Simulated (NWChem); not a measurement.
Molecule: NiBrCl, triplet; SMILES [Ni]([Br])[Cl]

This build's default masses of Se (78.918 u) and Br (79.917 u) are each other's, which moves their modes by up to 0.6 %. The spin multiplicity was typed, not searched, and may not be the lowest.

Give the equilibrium geometry at PBE0/def2-SVP, spin-unrestricted (NWChem) as a Z-matrix, with the point group.

point group C*v; any orientation.
```
Ni
Cl 1 2.0797
Br 1 2.2073 2 179.90
```
